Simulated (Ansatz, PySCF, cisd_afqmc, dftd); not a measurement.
Species: BH3, charge 0, singlet. BH3 (borane, SMILES B).
B3LYP-D3(BJ)/def2-TZVP minimum from Ansatz (a program for electronic structure):
```xyz
4

B      0.0000     0.0000     0.0000
H     -1.1494    -0.1057    -0.2868
H      0.4289    -0.5640     0.9553
H      0.7205     0.6696    -0.6685
```
Charge 0, spin multiplicity 1.

Wanted: enthalpy of formation at 298 K (by atomisation, with ideal-gas terms from PySCF's Hessian at B3LYP-D3(BJ)/def2-TZVP and the atoms' measured values of the G2/97 table; no spin-orbit terms), in kcal/mol. UHF or UKS for unpaired electrons; spin-orbit terms are left out. Cores are frozen in correlated methods. Rows without X2C or -DK are non-relativistic. The Monte Carlo rows (phaseless AFQMC, CISD trial, step 0.005/hartree) carry one-sigma bars that omit the constraint's bias. Outlying blocks are dropped, and bars are widened where a walk drifts. Over all cases where full CI ran beside it in this data, AFQMC minus full CI had a median of +0.1 mEh and passed +0.4 mEh in a tenth of the cases. CBS(X,Y): correlation extrapolated as X^-3, Hartree-Fock from the larger set (Q,5: extrapolated as (X+1)exp(-9√X)). A bracket is a step between two methods taken in the basis named. The functionals are non-relativistic, so their misses hold any scalar relativity. Double hybrids freeze cores in their MP2 part. 'core' is core correlation in cc-pwCVTZ, 'X2C' scalar relativity in cc-pVTZ-DK, both at CCSD(T). Full CI freezes restricted core orbitals, also for open shells; the composite that ends in it estimates full CI at the basis-set limit. For partners of very few electrons the exact lower level stands in for a higher one.

| level | program | enthalpy of formation at 298 K (kcal/mol) | difference against the last row |
|---|---|---|---|
| r2SCANh/def2-TZVPD | Ansatz | 25.1 | -0.4 |
| B2PLYP-D4/def2-TZVPD | Ansatz + dftd4 | 25.8 | 0.3 |
| CCSD(T)/cc-pVDZ | Ansatz | 42.5 | 17.0 |
| CCSD(T)/CBS(cc-pVTZ,cc-pVQZ) | Ansatz | 26.1 | 0.6 |
| CCSDT(Q)/cc-pVTZ | Ansatz | 30.4 | 4.9 |
| AFQMC/CISD/cc-pVDZ | cisd_afqmc | 42.4 ± 0.1 | 16.9 |
| AFQMC/CISD/cc-pVTZ | cisd_afqmc | 30.3 ± 0.1 | 4.8 |
| CCSD(T)/CBS(cc-pVQZ,cc-pV5Z) + [CCSDT(Q) - CCSD(T)]/cc-pVTZ + core + X2C | Ansatz | 25.6 | 0.1 |
| CCSD(T)/CBS(cc-pVQZ,cc-pV5Z) + [CCSDT(Q) - CCSD(T)]/cc-pVQZ + [FCI - CCSDT(Q)]/cc-pVDZ + core + X2C | Ansatz | 25.5 | 0.0 |
